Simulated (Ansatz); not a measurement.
Calculated with Ansatz (gas phase, PBE0-D4/def2-TZVP geometries, no zero-point term in ΔE). CCSD(T)/CBS is the MP2 limit (def2-TZVPP, def2-QZVPP) plus CCSD(T) − MP2 in def2-TZVPP, frozen cores. Each species was taken in one conformer, which may not be the lowest.

Reaction (isomerisation): `C#CCOC(=O)C=C` → `Oc1cccc(O)c1`

| species | CCSD(T)/def2-TZVPP energy (Eh) |
| --- | --- |
| `C#CCOC(=O)C=C` | -381.99059 |
| `Oc1cccc(O)c1` | -382.07763 |

(1) Work out ΔE.

Largest T1 diagnostic among the species: 0.015.

Results:

(1) ΔE = (-382.07763) − (-381.99059) = -0.08704 Eh = -2.37 eV. CCSD(T)/CBS gives -2.44 eV.

From PBE to PBE0 (25 % exact exchange), in def2-TZVPP and without D4, ΔE moves by −0.15 eV. In def2-TZVPP, CCSD(T) changes the Hartree–Fock value by −0.27 eV (the triples alone add −0.05 eV) and MP2 by −0.53 eV.
